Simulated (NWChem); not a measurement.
Molecule: GaF, singlet; SMILES [Ga][F]

Computed with NWChem. Pople sets run with spherical d functions. Low-valent species are run as closed-shell singlets; no triplet was tried in these runs. All runs use the structure optimised with B3LYP/6-31G* (spherical d). Static field.

Task: Taking PBE/aug-cc-pVTZ as the yardstick, which of these has the fewest basis functions while keeping “isotropic polarisability (bohr³)” within 5 % of it: PBE/def2-SVPD; PBE/def2-SVP; PBE/def2-TZVPD; PBE/def2-TZVP; PBE/6-31G*; PBE/aug-cc-pVDZ?

Result: PBE/aug-cc-pVDZ (a larger set in the list lies outside the tolerance).
```json
[
 {"level": "PBE/6-31G*", "basis functions": "46", "isotropic polarisability (bohr³)": "29.7"},
 {"level": "PBE/def2-SVP", "basis functions": "46", "isotropic polarisability (bohr³)": "29.4"},
 {"level": "PBE/aug-cc-pVDZ", "basis functions": "59", "isotropic polarisability (bohr³)": "33.3"},
 {"level": "PBE/def2-SVPD", "basis functions": "61", "isotropic polarisability (bohr³)": "33.3"},
 {"level": "PBE/def2-TZVP", "basis functions": "79", "isotropic polarisability (bohr³)": "31.5"},
 {"level": "PBE/def2-TZVPD", "basis functions": "94", "isotropic polarisability (bohr³)": "34.1"},
 {"level": "PBE/aug-cc-pVTZ", "basis functions": "105", "isotropic polarisability (bohr³)": "34.0"}
]
```

The yardstick is one finite set, not the basis-set limit.
